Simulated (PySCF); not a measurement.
## Circular dichroism: `C[C@]12[C@H]([C@H]1Br)[C@@H]2O`, C5H7BrO

Geometry:
```json
{"atom": "C1", "x (Å)": "0.719", "y (Å)": "-0.452", "z (Å)": "1.614"}
{"atom": "C2", "x (Å)": "0.112", "y (Å)": "-0.159", "z (Å)": "0.282"}
{"atom": "C3", "x (Å)": "-0.417", "y (Å)": "1.098", "z (Å)": "-0.414"}
{"atom": "C4", "x (Å)": "-1.319", "y (Å)": "-0.024", "z (Å)": "-0.077"}
{"atom": "Br5", "x (Å)": "-2.247", "y (Å)": "-1.142", "z (Å)": "-1.430"}
{"atom": "C6", "x (Å)": "0.732", "y (Å)": "0.327", "z (Å)": "-0.998"}
{"atom": "O7", "x (Å)": "0.731", "y (Å)": "-0.327", "z (Å)": "-2.204"}
{"atom": "H8", "x (Å)": "0.117", "y (Å)": "-1.187", "z (Å)": "2.145"}
{"atom": "H9", "x (Å)": "0.789", "y (Å)": "0.444", "z (Å)": "2.231"}
{"atom": "H10", "x (Å)": "1.720", "y (Å)": "-0.858", "z (Å)": "1.484"}
{"atom": "H11", "x (Å)": "-0.495", "y (Å)": "2.128", "z (Å)": "-0.129"}
{"atom": "H12", "x (Å)": "-2.032", "y (Å)": "0.115", "z (Å)": "0.727"}
{"atom": "H13", "x (Å)": "1.710", "y (Å)": "0.793", "z (Å)": "-0.887"}
{"atom": "H14", "x (Å)": "-0.120", "y (Å)": "-0.756", "z (Å)": "-2.368"}
```

Theory: TDDFT B3LYP/def2-SVPD circular dichroism and optical rotation, one conformer, gas phase (PySCF). Geometry: GFN2-xTB.

The molecule is flexible and this is one conformer; a measurement averages over conformers. The calculation is non-relativistic, which matters for the atoms heavier than Zn. States above about 7.3 eV lie in this functional's continuum (it starts at minus the energy of the highest occupied orbital, well below the true ionisation energy for most functionals) and depend on the basis.

Task: Assign R or S to each stereocentre.

Result: C2 R, C3 S, C4 R, C6 S.

Task: Which excitations and rotatory strengths does the calculation give?

Result: Rotatory strengths R in 10⁻⁴⁰ esu² cm², velocity form and length form (origin at the centre of mass); f in length form.
```tsv
state	E (eV)	λ (nm)	f	R (velocity)	R (length)	main
1	5.70	218	0.001	-0.4	-0.1	HOMO→LUMO 0.79, HOMO−2→LUMO 0.17
2	5.85	212	0.003	+6.2	+6.6	HOMO−2→LUMO 0.65, HOMO→LUMO 0.20
3	5.97	208	0.024	-8.8	-9.3	HOMO−3→LUMO 0.46, HOMO−1→LUMO 0.40
4	6.34	196	0.165	-26.2	-26.6	HOMO−3→LUMO 0.51, HOMO−1→LUMO 0.39
5	6.75	184	0.025	-6.5	-6.7	HOMO→LUMO+1 0.71, HOMO→LUMO+2 0.25
6	6.87	180	0.002	+0.6	+1.1	HOMO→LUMO+2 0.70, HOMO→LUMO+1 0.25
7	6.98	178	0.016	+24.5	+24.7	HOMO−1→LUMO+1 0.95
8	7.15	173	0.038	+14.7	+15.5	HOMO−2→LUMO+1 0.89
9	7.29	170	0.031	-15.7	-16.3	HOMO−2→LUMO+2 0.83, HOMO−1→LUMO+2 0.10
10	7.36	168	0.011	+26.5	+28.6	HOMO→LUMO+3 0.45, HOMO−1→LUMO+2 0.33
11	7.38	168	0.018	-18.0	-17.8	HOMO−3→LUMO+1 0.88
12	7.39	168	0.020	-4.6	-4.0	HOMO→LUMO+4 0.50, HOMO−1→LUMO+2 0.24
13	7.46	166	0.033	+22.3	+21.5	HOMO→LUMO+4 0.39, HOMO→LUMO+3 0.27
14	7.54	164	0.045	-76.4	-78.7	HOMO−3→LUMO+2 0.73, HOMO−1→LUMO+2 0.12
15	7.59	163	0.005	+5.9	+6.2	HOMO→LUMO+5 0.76, HOMO→LUMO+3 0.11
16	7.62	163	0.027	+2.8	+2.4	HOMO−1→LUMO+3 0.79, HOMO−1→LUMO+4 0.10
```

Among the states computed, the strongest CD band (largest |R|) is state 14. The largest dissymmetry factor in size, g = 4R/(D+G), with D and G the electric and magnetic dipole strengths, is +0.033 for state 10 (velocity form, f = 0.009), among bands with |R| over 0.5. The mirror image has the same energies and oscillator strengths and all R with the opposite sign.
